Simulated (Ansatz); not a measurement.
CH8AsNSi can be A, `CN([SiH3])[AsH2]`, or B, `C[AsH]N[SiH3]`.

Isolated molecules relaxed with PBE0-D4/def2-TZVP in Ansatz; ΔE leaves out vibrations. CBS: MP2 limit from def2 TZ/QZ plus the TZ coupled-cluster correction, frozen cores. DFT in def2-TZVPP. For As outer-core shells are correlated without core-valence functions, which leaves a few kJ/mol of doubt a bond. Scalar relativity is left out up to krypton. Each species was taken in one conformer, which may not be the lowest.

(1) Which is lower in electronic energy at CCSD(T)/CBS, and by how much? (Best estimate.)

(2) Give E(B) − E(A) in kJ/mol with MP2/def2-TZVPP, HF/def2-TZVPP, CCSD/def2-TZVPP, PBE0-D4, CCSD(T)/def2-TZVPP, B2PLYP, ωB97M-V. (An estimate is asked.)

Largest T1 diagnostic: 0.011.

Results:

(1) The calculation gave: B, by 64.7 kJ/mol.

(2) Computed: MP2/def2-TZVPP -67.6, HF/def2-TZVPP -64.0, CCSD/def2-TZVPP -64.5, PBE0-D4 -61.9, CCSD(T)/def2-TZVPP -64.2, B2PLYP -64.3, ωB97M-V -63.7. None reverses the order clearly.
